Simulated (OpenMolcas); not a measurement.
How basis sets differ on SnH2ClO2 (SMILES [OH][Sn]([OH])[Cl])

The species is SnH2ClO2 (6 atoms), meant as a doublet with charge 0. As SMILES, `[OH][Sn]([OH])[Cl]`. Geometry: relaxed at PBE0-D4/def2-TZVP. This is one conformer, not always the lowest.

```xyz
6

O     0.0000    0.0000    0.0000
Sn    0.0000    0.0000    1.9689
O     1.9180    0.0000    2.3747
Cl   -0.9045    2.0281    2.7362
H    -0.8159    0.3211   -0.3954
H     2.4285   -0.2928    1.6112
```

Quantity: the dipole moment, in D. The values are calculated.

```
                        level          kind     program  value (D)  CPU time
       ROHF/ANO-RCC-MB (DKH2)  Hartree–Fock  OpenMolcas       3.54     6.9 s
                   UHF/STO-3G  Hartree–Fock  OpenMolcas       3.81     3.9 s
                    UHF/3-21G  Hartree–Fock  OpenMolcas       4.20     5.5 s
UHF/def2-SVP (core potential)  Hartree–Fock  OpenMolcas       3.06     8.8 s
```

All-electron rows without a relativistic Hamiltonian named are non-relativistic, while core potentials hold scalar relativity, so basis and relativity change together. The values span 3.06 to 4.20 D. Magnitudes only. Sets without polarisation functions give poor dipoles. Times are those of the runs behind each value, whatever else they computed, on shared processors of several kinds: orders of magnitude only.
